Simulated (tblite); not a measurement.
Species: C6H5Cl3.
Bonds: C1–C2 (double), C2–C3, C2–C4, C4–C5 (triple), C5–C6, C6–Cl7, C6–Cl8, C6–Cl9. Hydrogens: H10, H11 on C1; H12, H13, H14 on C3.

Computed with GFN2-xTB (tblite), gas phase: L-BFGS steps from a force-field or distance-geometry start until the largest atomic force falls under 0.01 eV/Å.

Step 12: E = -787.9649 eV
```
atom  x, y, z in Å  |  force x, y, z in eV/Å
C1     -1.5909   -0.3910   -1.5146   -0.008   0.000  -0.014
C2     -1.1341   -0.0677   -0.3062   -0.017  -0.004   0.011
C3     -2.0223    0.2538    0.8571    0.004   0.012  -0.007
C4      0.2603   -0.0181   -0.0671    0.044  -0.011  -0.037
C5      1.4539    0.0129    0.1057   -0.074   0.002  -0.009
C6      2.8666    0.0515    0.3068   -0.018   0.001   0.009
Cl7     3.3798    1.6911    0.8130    0.004  -0.020   0.000
Cl8     3.3485   -1.1134    1.5789    0.002   0.017  -0.007
Cl9     3.7269   -0.3718   -1.2045   -0.021   0.011   0.029
H10    -2.6486   -0.4363   -1.7184    0.066   0.001   0.002
H11    -0.9215   -0.6166   -2.3263   -0.017  -0.005  -0.017
H12    -3.0659    0.1829    0.5558    0.054   0.017   0.065
H13    -1.8188    1.2611    1.2206   -0.010  -0.027  -0.014
H14    -1.8347   -0.4388    1.6769   -0.009   0.007  -0.012
```

Step 13: E = -787.9654 eV
```
atom  x, y, z in Å  |  force x, y, z in eV/Å
C1     -1.5913   -0.3915   -1.5155    0.004   0.000  -0.019
C2     -1.1345   -0.0691   -0.3071   -0.017  -0.004  -0.002
C3     -2.0196    0.2535    0.8567   -0.002   0.011   0.015
C4      0.2594   -0.0194   -0.0686    0.028  -0.010  -0.037
C5      1.4520    0.0139    0.1080   -0.041   0.001  -0.008
C6      2.8646    0.0524    0.3083   -0.013   0.000   0.008
Cl7     3.3778    1.6927    0.8138    0.007  -0.037  -0.004
Cl8     3.3452   -1.1141    1.5802    0.007   0.029  -0.018
Cl9     3.7217   -0.3719   -1.2055   -0.020   0.016   0.047
H10    -2.6477   -0.4369   -1.7216    0.039   0.001   0.006
H11    -0.9208   -0.6158   -2.3260   -0.006  -0.012  -0.035
H12    -3.0638    0.1841    0.5599    0.030   0.013   0.050
H13    -1.8134    1.2598    1.2189   -0.008  -0.001  -0.005
H14    -1.8303   -0.4381    1.6763   -0.007  -0.007   0.003
```

Step 14: E = -787.9657 eV
```
atom  x, y, z in Å  |  force x, y, z in eV/Å
C1     -1.5913   -0.3918   -1.5165    0.016  -0.001  -0.020
C2     -1.1350   -0.0703   -0.3080   -0.009  -0.004  -0.015
C3     -2.0174    0.2533    0.8566    0.001   0.006   0.028
C4      0.2587   -0.0207   -0.0705   -0.001  -0.009  -0.033
C5      1.4501    0.0147    0.1096    0.000   0.001  -0.004
C6      2.8626    0.0530    0.3095   -0.011   0.000   0.006
Cl7     3.3764    1.6932    0.8144    0.008  -0.038  -0.003
Cl8     3.3429   -1.1140    1.5808    0.010   0.030  -0.017
Cl9     3.7175   -0.3717   -1.2054   -0.014   0.015   0.046
H10    -2.6463   -0.4373   -1.7240    0.002   0.001   0.004
H11    -0.9205   -0.6154   -2.3264    0.004  -0.016  -0.043
H12    -3.0617    0.1853    0.5641   -0.004   0.008   0.031
H13    -1.8095    1.2588    1.2176   -0.001   0.024   0.005
H14    -1.8273   -0.4376    1.6758   -0.001  -0.019   0.017
```

Question: Estimate the geometry and energy of step 15. (The exact step hangs on the optimiser's Hessian estimate; all steps are aligned on step 14, rigid shifts and turns removed.)

Answer: E = -787.9661 eV, largest force 0.046 eV/Å
```
atom  x, y, z in Å  |  force x, y, z in eV/Å
C1     -1.5910   -0.3921   -1.5177    0.020  -0.002  -0.020
C2     -1.1356   -0.0713   -0.3089    0.000  -0.002  -0.023
C3     -2.0154    0.2533    0.8570    0.006  -0.001   0.029
C4      0.2581   -0.0220   -0.0730   -0.027  -0.006  -0.025
C5      1.4484    0.0154    0.1108    0.029   0.001   0.001
C6      2.8607    0.0535    0.3107   -0.011   0.000   0.003
Cl7     3.3754    1.6929    0.8149    0.011  -0.024   0.002
Cl8     3.3412   -1.1134    1.5811    0.013   0.021  -0.006
Cl9     3.7136   -0.3712   -1.2043   -0.003   0.010   0.030
H10    -2.6450   -0.4376   -1.7259   -0.029   0.000  -0.001
H11    -0.9202   -0.6154   -2.3277    0.009  -0.016  -0.042
H12    -3.0600    0.1865    0.5684   -0.031   0.004   0.013
H13    -1.8062    1.2585    1.2166    0.007   0.038   0.013
H14    -1.8247   -0.4376    1.6758    0.006  -0.022   0.025
```

The energy changes by -0.0003 eV. The first-order estimate −F·Δx gives -0.0005 eV and the mean of the old and new forces, exact on a quadratic surface, -0.0003 eV. The step makes an angle of 65° with the force vector and moves no atom by more than 0.005 Å.

What follows is the cost of the whole relaxation. On AMD EPYC, one thread, no GPU, shared host with 64 logical CPUs at a one-minute load of 6.0, this took 1.1 s of wall time.
